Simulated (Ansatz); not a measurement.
**Cost against result**

Saddle point of SiH2ClF3, singlet (SiHF₃ ([F][SiH]([F])[F]) + HCl → SiHClF₂ ([F][SiH]([F])[Cl]) + HF; bonds formed: Si1–Cl7, F2–H6; bonds broken: Si1–F2, H6–Cl7), PBE0-D4/def2-TZVP structure:

```
atom    x (Å)    y (Å)    z (Å)
 Si1  -0.4768  -0.2413  -0.1199
  F2   1.0273  -0.6837   0.7597
  F3  -0.0902  -1.1589  -1.3448
  F4  -1.5637   0.7237  -0.7837
  H5  -1.2714  -0.7967   0.9770
  H6   1.4508   0.4737   0.5618
 Cl7   0.9239   1.6832  -0.0502
```

Barriers are electronic and count from the start structure reached by relaxing down the imaginary mode.

Ansatz 0.2.0; basis: as named in each row; cores frozen in the correlated methods. B3LYP uses VWN-RPA correlation. Extrapolation: Hartree–Fock as exp(−7.88 √X), correlation as X^−2.97.

Times are rough, for one single point on 4 threads of a shared host (Arm Neoverse V1).

The estimate by CCSD(T) at an estimated basis limit (MP2 extrapolated from triple and quadruple zeta, plus CCSD(T) − MP2 in triple zeta) is 42.32 kcal/mol.

| method | basis | time (s) | barrier (kcal/mol) | method less estimate |
| --- | --- | --- | --- | --- |
| HF | STO-3G | under 1 | 32.96 | -9.37 |
| PBE-D4 | STO-3G | under 1 | -9.53 | -51.86 |
| SPW92 | def2-SVP | under 1 | 15.88 | -26.44 |
| PBE-D4 | def2-SVP | under 1 | 25.35 | -16.97 |
| B3LYP-D4 | 6-31G | under 1 | 32.14 | -10.18 |
| PBE0-D4 | def2-SVP | under 1 | 30.45 | -11.87 |
| SPW92 | def2-TZVPP | under 1 | 22.97 | -19.36 |
| PBE-D4 | def2-TZVPP | 1 | 31.93 | -10.39 |
| BLYP-D4 | def2-TZVPP | 1 | 37.44 | -4.89 |
| BHLYP-D4 | def2-TZVPP | 2 | 45.73 | 3.40 |
| B3LYP-D4 | def2-TZVPP | 2 | 40.60 | -1.72 |
| PBE0-D4 | def2-TZVPP | 2 | 36.76 | -5.57 |
| CAM-B3LYP-D4 | def2-TZVPP | 2 | 41.00 | -1.32 |
| CCSD(T) | def2-SVP | 2 | 40.99 | -1.34 |
| r2SCAN-D4 | def2-TZVPP | 3 | 35.58 | -6.74 |
| r2SCAN0-D4 | def2-TZVPP | 3 | 38.86 | -3.46 |
| RPA on PBE | def2-TZVPP | 3 | 43.42 | 1.10 |
| B2PLYP | def2-TZVPP | 3 | 42.52 | 0.20 |
| wB97M-V | def2-SVP | 3 | 31.39 | -10.94 |
| PBE-QIDH | def2-TZVPP | 3 | 40.60 | -1.72 |
| wB97X-V | def2-TZVPP | 5 | 39.90 | -2.42 |
| B97M-V | def2-TZVPP | 6 | 40.80 | -1.53 |
| wB97M-V | def2-TZVPP | 6 | 38.45 | -3.87 |
| MP2 | def2-QZVPP | 10 | 41.08 | -1.24 |
| CCSD(T) | def2-TZVPP | 74 | 43.60 | 1.27 |

All methods are single points on the PBE0-D4 structures; a negative value means that the method puts the saddle structure below the start.

T1 diagnostic: at most 0.012.

Labels in which every atom is bracketed show which atoms are joined, not bond orders.
